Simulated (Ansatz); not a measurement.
Basis-set series for `OC(O)(Br)I`. The species carries charge 0 and has multiplicity 1. I takes the def2 core potential. The geometry is a stationary point of PBE0-D4/def2-TZVP. It is one conformer, not always the lowest.

```tsv
functional	basis	functions	energy (Eh)	HOMO (eV)	LUMO (eV)
PBE0-D4	def2-SVP	110	-3060.66300	-7.38	-1.58
PBE0-D4	def2-TZVPP	219	-3061.21438	-7.52	-1.76
ωB97M-V	def2-SVP	110	-3060.92379	-9.52	0.53
ωB97M-V	def2-TZVPP	219	-3061.47939	-9.67	0.24
```

Problem. Give the rows for def2-QZVPP. (An estimate is asked.)

Solution. The calculation gave: 
| functional | basis | functions | energy (Eh) | HOMO (eV) | LUMO (eV) |
| --- | --- | --- | --- | --- | --- |
| PBE0-D4 | def2-QZVPP | 402 | -3061.27855 | -7.54 | -1.83 |
| ωB97M-V | def2-QZVPP | 402 | -3061.54137 | -9.71 | 0.14 |

Positive LUMOs are unbound and depend on the basis. Scalar relativity is left out up to krypton.

Results of the Gaussian-basis code of Ansatz.
